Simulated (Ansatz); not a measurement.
Reaction (SMILES): C[Si](C)(C)O[Si](F)(F)F + O (H2O) + 6 [SiH4] (SiH4) -> 3 C[SiH3] + 3 F[SiH3] [fluorosilane] + 2 O[SiH3]
Each molecule is optimised on its own at B3LYP-D3(BJ)/def2-TZVP (Ansatz, a first-principles code), one conformer each, not searched for the lowest.
Geometry of the first species:
SMILES: [Si](C)(O[Si](F)(F)F)(C)C
```xyz
18

C     -2.4804     0.4087     0.7148
Si    -1.3374     0.3310    -0.7570
C     -1.5290     1.8186    -1.8609
C     -1.5499    -1.2638    -1.7006
O      0.2323     0.3739    -0.1824
Si     1.3792    -0.2488     0.7133
F      1.7481    -1.7166     0.2593
F      0.9600    -0.3268     2.2348
F      2.6896     0.6221     0.6233
H     -2.3223    -0.4406     1.3831
H     -3.5258     0.3936     0.3974
H     -2.3181     1.3221     1.2908
H     -2.5365     1.8644    -2.2812
H     -0.8203     1.7845    -2.6908
H     -1.3543     2.7429    -1.3065
H     -0.8462    -1.3248    -2.5332
H     -1.3814    -2.1293    -1.0560
H     -2.5603    -1.3432    -2.1088
```

Quantity: bond separation energy (electronic energy difference), in eV. Valence correlation only, unless marked. No spin-orbit coupling. No relativistic terms. CBS marks a two-point X^-3 extrapolation of the correlation energy; Hartree-Fock from the larger set. The bracket is a focal-point correction in the basis named.

Level to compare with: RI-MP2/CBS(cc-pV(T+d)Z,cc-pV(Q+d)Z)+[CCSD(T)-MP2]/cc-pV(T+d)Z (Ansatz), 1.50 eV. It is a level with limits of its own, and the differences hold the functionals' basis error too.

**Question.** Rank these functionals by how close they come to RI-MP2/CBS(cc-pV(T+d)Z,cc-pV(Q+d)Z)+[CCSD(T)-MP2]/cc-pV(T+d)Z, closest first: revPBE/def2-TZVPD (Ansatz); LC-wPBE/def2-TZVPD (Ansatz); wB97M-V/def2-TZVPD (Ansatz); B3LYP/def2-TZVPD (Ansatz).

**Answer.** wB97M-V/def2-TZVPD (range-separated hybrid meta-GGA with VV10, 1.54 eV, difference 0.04), LC-wPBE/def2-TZVPD (range-separated hybrid, 1.41 eV, difference -0.09), B3LYP/def2-TZVPD (global hybrid, 1.30 eV, difference -0.20), revPBE/def2-TZVPD (GGA, 1.25 eV, difference -0.25)
